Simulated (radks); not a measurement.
The numbers below are computed, except where a source is named.
P3.25+, 11.75 electrons, occupied as [Ne] 3s(up 1, down 0.75) (fractional occupations, a model configuration).

Level of theory: scalar-relativistic Kohn-Sham, r2SCAN, spin-polarised, spherical densities, finite nucleus; meta-GGA in the generalised Kohn-Sham scheme; Fermi nuclear charge, rms radius 3.1889 fm (a radial shooting solver on a logarithmic mesh with Libxc functionals).

Energy parts (eV):
total: -9236.546
kinetic: 9268.036
electron-nucleus: -21532.063
Hartree: 3627.689
exchange-correlation: -600.208

Orbitals (lengths in bohr, moments of r in powers of bohr; <r^-3> diverges for s and p1/2; r(max) is where P^2 peaks; r(90%) holds 90 % of the orbital's charge):
| orbital | occ. | eigenvalue (eV) | r(max) | <r^-3> | r(90%) |
|---|---|---|---|---|---|
| 1s up | 1 | -2140.900 | 0.06766 | - | 0.185 |
| 1s down | 1 | -2140.841 | 0.06766 | - | 0.185 |
| 2s up | 1 | -221.1845 | 0.4175 | - | 0.809 |
| 2s down | 1 | -221.1251 | 0.4176 | - | 0.809 |
| 2p up | 3 | -169.7929 | 0.3538 | 63.97 | 0.803 |
| 2p down | 3 | -169.7176 | 0.3539 | 63.97 | 0.803 |
| 3s up | 1 | -49.2907 | 1.468 | - | 2.44 |
| 3s down | 0.75 | -48.5103 | 1.471 | - | 2.46 |

The highest occupied level is 3s down at -48.510 eV. The electron density at the nucleus is 2395 e/bohr^3 (large components only). The density falls to 0.001 e/bohr^3 at r = 3.01 bohr.
